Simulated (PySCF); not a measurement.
## Calculated NMR parameters of C1=C(C2CC2)[C@H]2C[C@H](C2)[SiH2]1

```yaml
Formula: C9H14Si
SMILES: C1=C(C2CC2)[C@H]2C[C@H](C2)[SiH2]1
InChI: InChI=1S/C9H14Si/c1-2-6(1)9-5-10-8-3-7(9)4-8/h5-8H,1-4,10H2/t7-,8+
Degrees_of_unsaturation: 4
Carbon_signals: 7
Proton_signals: 9
```

Structure with atom numbers: `[CH:1]1=[C:2]([CH:3]2[CH2:4][CH2:5]2)[C@H:6]2[CH2:7][C@H:8]([CH2:9]2)[SiH2:10]1`. Hydrogens are named by the atom that carries them. Ha(C4), Ha(C5), Ha(C7), Ha(C9) are cis to C2 on the ring; Hb(C4), Hb(C5), Hb(C7), Hb(C9) are trans to C2 on the ring.

- shieldings: GIAO PBE0/pcSseg-1
- GFN2-xTB structure
- code: PySCF 2.14
- fast rotation and ring inversion assumed for equivalent nuclei, no solvent model, non-relativistic Hamiltonian, single conformer

References, each an isolated molecule treated in the same way: ¹H, ¹³C, ²⁹Si against TMS.

```tsv
carbon	δC, type	δH (multiplicity)	HMBC from (2–3 bonds)	span of the C tensor (ppm)
C1	100.7, CH	4.68 (m)	H(Si10), H(C6), H(C8), H(C3)	213
C2	189.3, C	–	H(C1), H(Si10), Hb(C7)/Hb(C9), H(C6), Ha(C7)/Ha(C9), H(C3), Hb(C4)/Hb(C5), Ha(C4)/Ha(C5)	267
C3	21.3, CH	1.09 (m)	H(C1), H(C6), Hb(C4)/Hb(C5), Ha(C4)/Ha(C5)	86
C4/C5	16.7, CH2	Hb(C4) 0.92 (m); Ha(C4) 0.57 (m)	H(C3), Hb(C4)/Hb(C5), Ha(C4)/Ha(C5)	65
C6	45.5, CH	2.61 (m)	H(C1), Hb(C7)/Hb(C9), H(C8), Ha(C7)/Ha(C9), H(C3)	14
C7/C9	37.2, CH2	Hb(C7) 2.69 (m); Ha(C7) 1.76 (m)	H(Si10), Hb(C7)/Hb(C9), H(C6), H(C8), Ha(C7)/Ha(C9)	32
C8	17.0, CH	1.81 (m)	H(C1), H(Si10), Hb(C7)/Hb(C9), H(C6), Ha(C7)/Ha(C9)	35
```

Other nuclei:
```
  atoms  nucleus                                                environment  δ (ppm)  σ (ppm)
H(Si10)       ¹H  hydrogen on a silicon bonded to 2 C, in a 6-membered ring     4.53    27.18
   Si10     ²⁹Si           silicon bonded to 2 C, 2 H, in a 6-membered ring    -44.6    393.7
```

1. Carbon types of the structure: 1 × C, 4 × CH, 4 × CH2, leaving 2 H on heteroatoms.
2. δC 189.3: fully substituted alkene carbon.
3. δC 100.7: alkene CH; the olefinic region.
4. δC 45.5: allylic sp3 CH; saturated and bonded to C and H only.
5. δC 37.2: sp3 CH2 in a ring; a saturated carbon with 2 carbon neighbours and no heteroatom attached.
6. δH 2.61: hydrogen on an allylic sp3 CH; allylic position.

Shifts are as computed. Against solution values, carbons near 30 ppm lie about +3 ppm off and those near 130 ppm about +5 ppm. Of 1309 compounds with measured shifts, 239 miss one by over three times the rms of a fit or turn the order of signals round; such compounds aren't used in these exercises. Multiplicities follow the n + 1 count of equivalent neighbours, as no J values were calculated; m marks all less simple cases, F and P coupling included.
